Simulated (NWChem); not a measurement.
SnH3 cation; SMILES [SnH3+]

```xyz
4

Sn     0.0000     0.0000     0.0000
H      1.2096     1.2096     0.0000
H      0.4428    -1.6524     0.0000
H     -1.6524     0.4428     0.0000
```
Atoms are numbered in this order, from 1.

Level: PBE-D3(BJ)/def2-SVP with def2 effective core potentials on Sn (NWChem), optimised geometry, unscaled harmonic frequencies. def2 effective core potentials on Sn; no spin-orbit coupling.

Problem. List the harmonic frequencies with IR intensities, and the thermochemistry.

Solution. 
```tsv
frequency (cm⁻¹)	IR intensity (km/mol)
648	24.6
662	43.5
662	43.5
1892	0.0
1961	7.2
1961	7.2
```

```yaml
zero_point_energy: 11.1 kcal/mol
thermal correction to the enthalpy at 298.15 K (with zero-point energy): 13.7 kcal/mol
heat capacity Cv: 8.7 cal/(mol K)
entropy at 298.15 K and 1 atm (symmetry number 6): 54.5 cal/(mol K)
```

Rigid rotor and harmonic oscillator.
